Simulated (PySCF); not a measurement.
CH₆ClGeN, SMILES [CH3][Ge@H]([NH2])[Cl]. Coordinates come from a PBE0-D3(BJ)/def2-SVP optimisation. The structure was generated by enumeration; whether it is a known compound was not checked. The values are those of a single conformer.

Method: PySCF with PBE0-D3(BJ)/def2-SVP.

Harmonic wavenumbers (cm⁻¹): 108, 159, 183, 199, 255, 399, 561, 624, 628, 715, 743, 819, 845, 913, 1258, 1426, 1430, 1555, 2184, 3072, 3186, 3193, 3575, 3674. Rotational constants (GHz): 5.028, 2.724, 2.060; symmetry number 1.

Task: Work out the zero-point energy and the ideal-gas rigid-rotor harmonic-oscillator thermochemistry at 298.15 K and 1 atm.

Result: ZPE = ½ Σ hcν = ½ × 31708 cm⁻¹ = 189.65 kJ/mol. H − E(el) = 210.56 kJ/mol. Entropy in J/(mol K): translation 170.39, rotation 112.28, vibration 64.52, total 347.19. G − E(el) = 107.05 kJ/mol. Cp = 106.46 J/(mol K). Modes under 150 cm⁻¹ make the vibrational entropy uncertain.
